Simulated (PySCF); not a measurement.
H$_{2}$Cl$_{2}$F$_{2}$OSi$_{2}$ (SMILES F[SiH](F)O[SiH](Cl)Cl), singlet, at a GFN2-xTB geometry; PySCF with CASSCF(4,6)/STO-3G.

Input for PySCF:
```python
from pyscf import gto, scf, mcscf
import numpy

mol = gto.M(
    atom='''
Si   -1.65220139    0.42464253    1.03776719
F    -2.55363289   -0.86520562    0.82476247
F    -2.56927324    1.62112510    0.54315493
O    -0.42552575    0.34518978    0.01756315
Si    0.85904466   -0.05107755   -0.88733255
Cl    2.37408838    1.07205851   -0.23750948
Cl    1.23572617   -1.99176739   -0.62773100
H    -1.22908131    0.57371996    2.39796262
H     0.47678978    0.26662796   -2.24672163
''',
    basis='sto-3g',
    verbose=4,
)

mf = scf.RHF(mol)
mf.kernel()
mc = mcscf.CASSCF(mf, 6, 4)
mc.fix_spin_(ss=0.0)
mc.kernel()
occ = numpy.linalg.eigvalsh(mc.fcisolver.make_rdm1(mc.ci, mc.ncas, mc.nelecas))[::-1]
ss = mc.fcisolver.spin_square(mc.ci, mc.ncas, mc.nelecas)[0]
print('natural occupations', occ.round(4), ' <S^2>', round(ss, 4))
```

### Question
What does PySCF print? Leave out banner, timings and long lists.

### Answer

```
PySCF version 2.14.0

[INPUT] verbose = 4
[INPUT] num. atoms = 9
[INPUT] num. electrons = 90
[INPUT] charge = 0
[INPUT] spin (= nelec alpha-beta = 2S) = 0
[INPUT] symmetry False subgroup None
[INPUT] Mole.unit = angstrom
[INPUT] Symbol           X                Y                Z      unit          X                Y                Z       unit  Magmom
[...]
nuclear repulsion = 651.574217804414
number of shells = 31
number of NR pGTOs = 159
number of NR cGTOs = 53
basis = sto-3g
ecp = {}

******** <class 'pyscf.scf.hf.RHF'> ********
method = RHF
initial guess = minao
damping factor = 0
level_shift factor = 0
DIIS = <class 'pyscf.scf.diis.CDIIS'>
diis_start_cycle = 1
diis_space = 8
diis_damp = 0
SCF conv_tol = 1e-09
SCF conv_tol_grad = None
SCF max_cycles = 50
direct_scf = True
direct_scf_tol = 1e-13
Set gradient conv threshold to 3.16228e-05
Initial guess from minao.
init E= -1751.64935285536
[...]
cycle= 1 E= -1751.49122130148  delta_E= 0.158  |g|= 0.62  |ddm|= 3.71
[...]
cycle= 2 E= -1751.65458165342  delta_E= -0.163  |g|= 0.14  |ddm|= 1.26
[...]
cycle= 3 E= -1751.66172616434  delta_E= -0.00714  |g|= 0.0376  |ddm|= 0.243
[...]
cycle= 4 E= -1751.66251612437  delta_E= -0.00079  |g|= 0.0112  |ddm|= 0.0842
[...]
cycle= 5 E= -1751.66260637086  delta_E= -9.02e-05  |g|= 0.00172  |ddm|= 0.0341
[...]
cycle= 6 E= -1751.66260845942  delta_E= -2.09e-06  |g|= 0.000215  |ddm|= 0.00518
[...]
cycle= 7 E= -1751.66260849398  delta_E= -3.46e-08  |g|= 3.64e-05  |ddm|= 0.000661
[...]
cycle= 8 E= -1751.66260849506  delta_E= -1.08e-09  |g|= 6.53e-06  |ddm|= 0.000123
[...]
cycle= 9 E= -1751.66260849509  delta_E= -3.37e-11  |g|= 1.54e-06  |ddm|= 2.16e-05
[...]
Extra cycle  E= -1751.66260849508  delta_E= 7.73e-12  |g|= 6.7e-07  |ddm|= 3.46e-06
converged SCF energy = -1751.66260849508

******** <class 'pyscf.mcscf.mc1step.CASSCF'> ********
CAS (2e+2e, 6o), ncore = 43, nvir = 4
max_cycle_macro = 50
max_cycle_micro = 4
conv_tol = 1e-07
conv_tol_grad = None
orbital rotation max_stepsize = 0.02
orbital rotation threshold for CI restart = 0.01
augmented hessian ah_max_cycle = 30
augmented hessian ah_conv_tol = 1e-12
augmented hessian ah_linear dependence = 1e-14
augmented hessian ah_level shift = 1e-08
augmented hessian ah_start_tol = 2.5
augmented hessian ah_start_cycle = 3
augmented hessian ah_grad_trust_region = 3
kf_trust_region = 3
kf_interval = 4
ci_response_space = 4
ci_grad_trust_region = 3
with_dep4 0
natorb = False
canonicalization = True
sorting_mo_energy = False
ao2mo_level = 2
internal_rotation = False
******** <class 'pyscf.fci.addons.SpinPenaltyFCISolver'> ********
max. cycles = 50
conv_tol = 1e-08
davidson only = True
linear dependence = 1e-12
level shift = 0.001
max iter space = 12
nroots = 1
pspace_size = 400
spin = None
CASCI E = -1751.66481048882  S^2 = 0.0000000
Set conv_tol_grad to 0.000316228
macro iter   1 ( 21 JK    4 micro), CASSCF E = -1751.66694487346  dE = -2.13438464e-03  S^2 = 0.0000000
               |grad[o]|=0.00489  |grad[c]|=0.0165  |ddm|=  0.1  |maxRot[o]|=0.223
macro iter   2 (  7 JK    2 micro), CASSCF E = -1751.66851883332  dE = -1.57395986e-03  S^2 = 0.0000000
               |grad[o]|=0.00674  |grad[c]|=0.0162  |ddm|=0.0104  |maxRot[o]|=0.0595
macro iter   3 ( 21 JK    4 micro), CASSCF E = -1751.67419929418  dE = -5.68046086e-03  S^2 = 0.0000000
               |grad[o]|=0.00823  |grad[c]|=0.156  |ddm|=0.0669  |maxRot[o]|=0.239
macro iter   4 ( 17 JK    4 micro), CASSCF E = -1751.67912969391  dE = -4.93039973e-03  S^2 = 0.0000000
               |grad[o]|=0.0163  |grad[c]|=0.0686  |ddm|=0.0382  |maxRot[o]|=0.159
macro iter   5 ( 21 JK    4 micro), CASSCF E = -1751.68039253253  dE = -1.26283862e-03  S^2 = 0.0000000
               |grad[o]|=0.0124  |grad[c]|=0.0274  |ddm|=0.0181  |maxRot[o]|=0.0801
macro iter   6 ( 21 JK    4 micro), CASSCF E = -1751.68103697803  dE = -6.44445498e-04  S^2 = 0.0000000
               |grad[o]|=0.0081  |grad[c]|=0.0203  |ddm|=0.0145  |maxRot[o]|=0.0555
[...]
               |grad[o]|=0.00194  |grad[c]|=0.00439  |ddm|=0.00254  |maxRot[o]|=0.159
macro iter  30 ( 21 JK    4 micro), CASSCF E = -1751.68764155347  dE = -3.57250203e-04  S^2 = 0.0000000
               |grad[o]|=0.00186  |grad[c]|=0.00275  |ddm|=0.00136  |maxRot[o]|=0.159
macro iter  31 ( 21 JK    4 micro), CASSCF E = -1751.68793814948  dE = -2.96596007e-04  S^2 = 0.0000000
               |grad[o]|=0.00169  |grad[c]|=0.00201  |ddm|=0.000861  |maxRot[o]|=0.159
macro iter  32 ( 21 JK    4 micro), CASSCF E = -1751.68818999965  dE = -2.51850167e-04  S^2 = 0.0000000
               |grad[o]|=0.00161  |grad[c]|=0.00178  |ddm|=0.000368  |maxRot[o]|=0.159
macro iter  33 ( 21 JK    4 micro), CASSCF E = -1751.68845911849  dE = -2.69118845e-04  S^2 = 0.0000000
               |grad[o]|=0.00161  |grad[c]|=0.00205  |ddm|=0.000399  |maxRot[o]|=0.159
macro iter  34 ( 21 JK    4 micro), CASSCF E = -1751.68870360976  dE = -2.44491263e-04  S^2 = 0.0000000
               |grad[o]|=0.00158  |grad[c]|=0.00262  |ddm|=0.00077  |maxRot[o]|=0.201
macro iter  35 ( 21 JK    4 micro), CASSCF E = -1751.68877057526  dE = -6.69655053e-05  S^2 = 0.0000000
               |grad[o]|=0.00152  |grad[c]|=0.00368  |ddm|=0.00119  |maxRot[o]|=0.184
macro iter  36 (  7 JK    2 micro), CASSCF E = -1751.68892400080  dE = -1.53425541e-04  S^2 = 0.0000000
               |grad[o]|=0.00141  |grad[c]|=0.00872  |ddm|=0.00336  |maxRot[o]|=0.0681
macro iter  37 ( 21 JK    4 micro), CASSCF E = -1751.68898488531  dE = -6.08845037e-05  S^2 = 0.0000000
               |grad[o]|=0.00135  |grad[c]|=0.00108  |ddm|=0.000267  |maxRot[o]|=0.144
macro iter  38 ( 10 JK    3 micro), CASSCF E = -1751.68899463247  dE = -9.74716613e-06  S^2 = 0.0000000
               |grad[o]|=0.000926  |grad[c]|=0.0042  |ddm|=0.000971  |maxRot[o]|=0.056
macro iter  39 (  6 JK    2 micro), CASSCF E = -1751.68902126513  dE = -2.66326617e-05  S^2 = 0.0000000
               |grad[o]|=0.000532  |grad[c]|=0.00274  |ddm|=0.00132  |maxRot[o]|= 0.05
macro iter  40 ( 15 JK    4 micro), CASSCF E = -1751.68900777116  dE =  1.34939739e-05  S^2 = 0.0000000
               |grad[o]|=0.000329  |grad[c]|=0.00176  |ddm|=0.0007  |maxRot[o]|=0.0349
macro iter  41 ( 12 JK    2 micro), CASSCF E = -1751.68901994608  dE = -1.21749169e-05  S^2 = 0.0000000
               |grad[o]|=0.000448  |grad[c]|=0.000792  |ddm|=0.000468  |maxRot[o]|=0.0235
macro iter  42 ( 20 JK    4 micro), CASSCF E = -1751.68902487452  dE = -4.92844265e-06  S^2 = 0.0000000
               |grad[o]|=0.00028  |grad[c]|=0.000862  |ddm|=0.00034  |maxRot[o]|=0.0216
macro iter  43 ( 21 JK    4 micro), CASSCF E = -1751.68901651324  dE =  8.36128288e-06  S^2 = 0.0000000
               |grad[o]|=0.000238  |grad[c]|=0.00115  |ddm|=0.000427  |maxRot[o]|=0.0323
macro iter  44 ( 10 JK    2 micro), CASSCF E = -1751.68902610973  dE = -9.59649788e-06  S^2 = 0.0000000
               |grad[o]|=0.00034  |grad[c]|=0.000852  |ddm|=0.000451  |maxRot[o]|=0.0292
macro iter  45 ( 10 JK    3 micro), CASSCF E = -1751.68902859395  dE = -2.48421452e-06  S^2 = 0.0000000
               |grad[o]|=0.000164  |grad[c]|=0.000686  |ddm|=0.000309  |maxRot[o]|=0.0182
macro iter  46 (  3 JK    1 micro), CASSCF E = -1751.68902872276  dE = -1.28809461e-07  S^2 = 0.0000000
               |grad[o]|=7.31e-05  |grad[c]|=0.000288  |ddm|=7.16e-05  |maxRot[o]|=0.00137
macro iter  47 (  3 JK    1 micro), CASSCF E = -1751.68902876273  dE = -3.99750206e-08  S^2 = 0.0000000
               |grad[o]|=3.1e-05  |grad[c]|=0.000172  |ddm|=5.86e-05  |maxRot[o]|=0.000822
1-step CASSCF converged in  47 macro (832 JK 168 micro) steps
CASSCF canonicalization
Density matrix diagonal elements [1.98485804 1.98405574 0.00853608 0.01279482 0.00463986 0.00511546]
CASSCF energy = -1751.68902876273
CASCI E = -1751.68902876273  E(CI) = -6.20039966377158  S^2 = 0.0000000
natural occupations [1.9889e+00 1.9819e+00 1.6200e-02 1.1800e-02 8.0000e-04 4.0000e-04]  <S^2> 0.0
```
